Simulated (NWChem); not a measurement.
CF3 cation

```xyz
4

F      0.8684     0.8684     0.0000
C      0.0000     0.0000     0.0000
F     -1.1863     0.3179     0.0000
F      0.3179    -1.1863     0.0000
```
Atoms are numbered in this order, from 1.

Computed with NWChem. Pople sets run with spherical d functions. All runs use the structure optimised with PBE0/def2-SVP.

### Question
What does the run give for B3LYP/6-311++G**? Quantities: highest occupied level (eV); orbital gap (eV).

### Answer
```json
{
  "highest occupied level (eV)": "-21.54",
  "orbital gap (eV)": "10.57"
}
```
